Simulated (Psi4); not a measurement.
F4MoO (SMILES [O]=[Mo]([F])([F])([F])[F]), singlet, geometry from GFN2-xTB (such geometries of metal compounds can be far from the true shape) (core potentials on Mo), with bond 5-1 at 1.6 times its length; HF/def2-SV(P) (Psi4).

Input for Psi4:
```
memory 2 GB

molecule {
0 1
  Mo    0.06147091   -0.03387881    0.05793728
  O     1.14984763   -0.63372208    1.08374922
  F    -1.12609422    0.62063073   -1.06136126
  F     0.00314904    1.59071839    0.78506936
  F     1.62239909   -0.43966852   -2.29104562
  F    -1.22305687   -1.20244210    0.45276230
}

set basis def2-sv(p)
set scf_type mem_df

energy('scf')
print_variables()
```

Write the output that Psi4 gives for this input, abridged.


```
   => Loading Basis Set <=

    Name: DEF2-SV(P)
    Role: ORBITAL
    Keyword: BASIS

    !!!  WARNING: ECP capability is in beta. Please check occupations closely.  !!!

         ---------------------------------------------------------
                                   SCF
               by Justin Turney, Rob Parrish, Andy Simmonett
                          and Daniel G. A. Smith
                              RHF Reference
         ---------------------------------------------------------

  ==> Geometry <==

    Molecular point group: c1
    Full point group: C1

    Geometry (in Angstrom), charge = 0, multiplicity = 1:

       Center              X                  Y                   Z               Mass
    ------------   -----------------  -----------------  -----------------  -----------------
         MO           0.005319836006    -0.019983544247     0.148338817653    97.905404820000
         O            1.093696556006    -0.619826814247     1.174150757653    15.994914619570
         F           -1.182245293994     0.634525995753    -0.970959722347    18.998403162730
         F           -0.053002033994     1.604613655753     0.875470897653    18.998403162730
         F            1.566248016006    -0.425773254247    -2.200644082347    18.998403162730
         F           -1.279207943994    -1.188546834247     0.543163837653    18.998403162730

  Running in c1 symmetry.

  Rotational constants: A =      0.08884  B =      0.06233  C =      0.05992 [cm^-1]
  Rotational constants: A =   2663.23197  B =   1868.73782  C =   1796.48199 [MHz]
  Nuclear repulsion =  310.521169707458569

  Charge       = 0
  Multiplicity = 1
  Electrons    = 58
  Nalpha       = 29
  Nbeta        = 29

  ==> Algorithm <==

  SCF Algorithm Type is MEM_DF.
  DIIS enabled.
  MOM disabled.
  Fractional occupation disabled.
  Guess Type is SAD.
  Energy threshold   = 1.00e-06
  Density threshold  = 1.00e-06
  Integral threshold = 1.00e-12

  ==> Primary Basis <==

  Basis Set: DEF2-SV(P)
    Blend: DEF2-SV(P)
    Number of shells: 40
    Number of basis functions: 94
    Number of Cartesian functions: 101
    Spherical Harmonics?: true
    Max angular momentum: 2

  Core potential: DEF2-SV(P)
    Number of shells: 4
    Number of ECP primitives: 14
    Number of ECP core electrons: 28
    Max angular momentum: 3

   => Loading Basis Set <=

    Name: (DEF2-SV(P) AUX)
    Role: JKFIT
    Keyword: DF_BASIS_SCF

  ==> Integral Setup <==

  SCF_SUBTYPE=INCORE selected. In-core MEM_DF algorithm will be used.
  Using in-core AOs.

  ==> MemDFJK: Density-Fitted J/K Matrices <==

    J tasked:                   Yes
    K tasked:                   Yes
    wK tasked:                   No
    Algorithm:                 Core
    Schwarz Cutoff:           1E-12
    Mask sparsity (%):       6.3603
    Fitting Condition:        1E-10

   => Auxiliary Basis Set <=

  Basis Set: (DEF2-SV(P) AUX)
    Blend: DEF2-UNIVERSAL-JKFIT
    Number of shells: 174
    Number of basis functions: 640
    Number of Cartesian functions: 849
    Spherical Harmonics?: true
    Max angular momentum: 6

  Minimum eigenvalue in the overlap matrix is 1.1006471457E-02.
  Reciprocal condition number of the overlap matrix is 2.8368684363E-03.
    Using symmetric orthogonalization.

  ==> Pre-Iterations <==

  SCF Guess: Superposition of Atomic Densities via on-the-fly atomic UHF (no occupation information).

   -------------------------
    Irrep   Nso     Nmo
   -------------------------
     A         94      94
   -------------------------
    Total      94      94
   -------------------------

  ==> Iterations <==

                           Total Energy        Delta E     RMS |[F,P]|

   @DF-RHF iter SAD:  -537.67231593622728   -5.37672e+02   0.00000e+00
   @DF-RHF iter   1:  -538.78700818141795   -1.11469e+00   1.34311e-02 DIIS/ADIIS
   @DF-RHF iter   2:  -529.67909348061801    9.10791e+00   4.09567e-02 DIIS/ADIIS
   @DF-RHF iter   3:  -539.32078708858739   -9.64169e+00   7.72795e-03 DIIS/ADIIS
   @DF-RHF iter   4:  -539.50526196734120   -1.84475e-01   2.08478e-03 DIIS/ADIIS
   @DF-RHF iter   5:  -539.52605354023456   -2.07916e-02   8.56099e-04 DIIS/ADIIS
   @DF-RHF iter   6:  -539.53206783273936   -6.01429e-03   4.43045e-04 DIIS/ADIIS
   @DF-RHF iter   7:  -539.53497904472249   -2.91121e-03   2.50959e-04 DIIS/ADIIS
   @DF-RHF iter   8:  -539.53638360205014   -1.40456e-03   1.25733e-04 DIIS/ADIIS
   @DF-RHF iter   9:  -539.53671687002668   -3.33268e-04   4.90008e-05 DIIS
   @DF-RHF iter  10:  -539.53675335973287   -3.64897e-05   2.53966e-05 DIIS
   @DF-RHF iter  11:  -539.53677442523224   -2.10655e-05   1.32232e-05 DIIS
   @DF-RHF iter  12:  -539.53678217566517   -7.75043e-06   5.11347e-06 DIIS
   @DF-RHF iter  13:  -539.53678307972996   -9.04065e-07   2.83935e-06 DIIS
   @DF-RHF iter  14:  -539.53678324903603   -1.69306e-07   1.38142e-06 DIIS
   @DF-RHF iter  15:  -539.53678331837455   -6.93385e-08   8.64307e-07 DIIS
  Energy and wave function converged.

  ==> Post-Iterations <==

    Orbital Energies [Eh]
    ---------------------

    Doubly Occupied:

       1A    -26.412885     2A    -26.412814     3A    -26.334710
       4A    -26.195217     5A    -20.744139     6A     -3.428962
       7A     -2.295608     8A     -2.266698     9A     -2.241882
      10A     -1.658186    11A     -1.639246    12A     -1.607122
      13A     -1.387619    14A     -1.372385    15A     -0.847702
      16A     -0.846203    17A     -0.813160    18A     -0.810601
      19A     -0.803924    20A     -0.756969    21A     -0.746772
      22A     -0.718047    23A     -0.690597    24A     -0.654650
      25A     -0.647835    26A     -0.641773    27A     -0.533401
      28A     -0.533294    29A     -0.472016

    Virtual:

      30A     -0.146652    31A     -0.095353    32A     -0.075763
      33A     -0.053716    34A      0.032057    35A      0.090255
      36A      0.100743    37A      0.115716    38A      0.138281
      39A      0.335837    40A      0.364481    41A      0.368013
      42A      0.400695    43A      0.430138    44A      0.431735
      45A      0.442792    46A      0.497205    47A      0.522113
      48A      1.197655    49A      1.243392    50A      1.257389
      51A      1.349612    52A      1.392823    53A      1.469953
      54A      1.493710    55A      1.505002    56A      1.521846
      57A      1.534416    58A      1.564832    59A      1.593728
      60A      1.605270    61A      1.653644    62A      1.667304
      63A      1.688558    64A      1.778254    65A      1.821116
      66A      2.076488    67A      2.114430    68A      2.175557
      69A      2.815417    70A      2.819809    71A      2.841297
      72A      2.912406    73A      3.059244    74A      3.293055
      75A      3.320803    76A      3.332151    77A      3.336247
      78A      3.337288    79A      3.340771    80A      3.365984
      81A      3.371895    82A      3.381170    83A      3.398899
      84A      3.403739    85A      3.432384    86A      3.442502
      87A      3.447539    88A      3.573320    89A      3.575799
      90A      3.576335    91A      3.578723    92A      3.582837
      93A      3.662973    94A     39.444502

    Final Occupation by Irrep:
              A
    DOCC [    29 ]
    NA   [    29 ]
    NB   [    29 ]

  @DF-RHF Final Energy:  -539.53678331837455

   => Energetics <=

    Nuclear Repulsion Energy =            310.5211697074585686
    One-Electron Energy =               -1391.0871851327017339
    Two-Electron Energy =                 541.0292321068686761
    Total Energy =                       -539.5367833183745461

Computation Completed

Properties will be evaluated at   0.000000,   0.000000,   0.000000 [a0]

Properties computed using the SCF density matrix

 Multipole Moments:

 ------------------------------------------------------------------------------------
     Multipole            Electronic (a.u.)      Nuclear  (a.u.)        Total (a.u.)
 ------------------------------------------------------------------------------------

 L = 1.  Multiply by 2.5417464519 to convert [e a0] to [Debye]
 Dipole X            :         -1.1247512            0.5483699           -0.5763813
 Dipole Y            :         -0.6919981            0.7275293            0.0355312
 Dipole Z            :          9.9665235           -8.1386198            1.8279037
 Magnitude           :                                                    1.9169532

 ------------------------------------------------------------------------------------

  Variable Map:
  ----------------------------------------------------------------------------
  "CURRENT ENERGY"           =>    -539.536783318375
  "CURRENT REFERENCE ENERGY" =>    -539.536783318375
  "DD SOLVATION ENERGY"      =>       0.000000000000
  "HF KINETIC ENERGY"        =>     494.123998869110
  "HF POTENTIAL ENERGY"      =>   -1033.660782187485
  "HF TOTAL ENERGY"          =>    -539.536783318375
  "HF VIRIAL RATIO"          =>       2.091905644237
  "NUCLEAR REPULSION ENERGY" =>     310.521169707459
  "ONE-ELECTRON ENERGY"      =>   -1391.087185132702
  "PCM POLARIZATION ENERGY"  =>       0.000000000000
  "PE ENERGY"                =>       0.000000000000
  "SCF ITERATION ENERGY"     =>    -539.536783318375
  "SCF ITERATIONS"           =>      15.000000000000
  "SCF TOTAL ENERGY"         =>    -539.536783318375
  "TWO-ELECTRON ENERGY"      =>     541.029232106869

  Array Variable Map:
  ----------------------------------------------------------------------------
  "CURRENT DIPOLE"           =>      -0.576381291683 ... 1.827903687337 1 by 3
  "SCF DIPOLE"               =>      -0.576381291683 ... 1.827903687337 1 by 3
  "SCF TOTAL ENERGIES"       =>    -537.672315936227 ... -539.536783318375 1 by 16
```
